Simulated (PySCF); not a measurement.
The vertical singlet excitations below were computed for one of the candidates. Level of theory: TDDFT PBE0/def2-SVPD, vertical, gas phase, core orbitals frozen in the response (PySCF 2.14.0, density-fitted response routines). Geometries: GFN2-xTB, one conformer each.

```json
{"state": "S1", "E (eV)": "5.31", "f": "0.060"}
{"state": "S2", "E (eV)": "5.83", "f": "0.0050"}
{"state": "S3", "E (eV)": "5.87", "f": "0.0088"}
{"state": "S4", "E (eV)": "6.03", "f": "0.0000"}
{"state": "S5", "E (eV)": "6.58", "f": "0.044"}
{"state": "S6", "E (eV)": "6.83", "f": "0.284"}
```

Question: Which candidate is it? All have the formula C8H8.
A. `C#CCCC=C=C=C`
B. `C1=C\C=C/C=C\C=C/1`
C. `CC1c2ccccc21`

Answer: C. Its S1, at 5.31 eV, is the highest among the candidates; the nearest of the others has S1 at 4.16 eV. S1 is HOMO→LUMO (76%), HOMO-1→LUMO+1 (24%). Löwdin shares by element: HOMO carbon 70% or more (atoms not listed hold the other 30%); LUMO carbon 62% or more (atoms not listed hold the other 38%). At the same level the other candidates give, for their lowest levels:
- `C#CCCC=C=C=C`: 4.16 eV (f 0.000); 5.24 eV (f 0.553); 5.66 eV (f 0.000); 5.78 eV (f 0.030); 5.78 eV (f 0.001); T1 2.70 eV; HOMO -6.81, LUMO -1.45 eV
- `C1=C\C=C/C=C\C=C/1`: 3.99 eV (f 0.000); 5.39 eV (f 0.001 summed over 2 states); 6.25 eV (f 0.584 summed over 2 states); 6.35 eV (f 0.000); 6.47 eV (f 0.000) [of 8 roots; the last level is left out, as the window may have cut its degenerate partner]; T1 3.04 eV; HOMO -6.36, LUMO -1.10 eV
Triplets come from the Tamm–Dancoff approximation.
